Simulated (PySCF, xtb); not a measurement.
C₄H₇ClSi, SMILES C[SiH2]C=C=CCl.

GFN2-xTB run with xtb 6.7.1 at its own geometry gives an orbital gap of 3.72 eV and a dipole moment of 2.23 D.

Geometry: B3LYP-D3(BJ)/def2-SVP. The structure was generated by enumeration; whether it is a known compound was not checked. One conformer was computed; it need not be the lowest.

Question: What does PBE/def2-TZVP run with PySCF give? (Estimate from the structure and the level; the computed values follow.)

Answer: gap 3.87 eV (levels -5.93 and -2.06 eV), dipole 1.67 D.
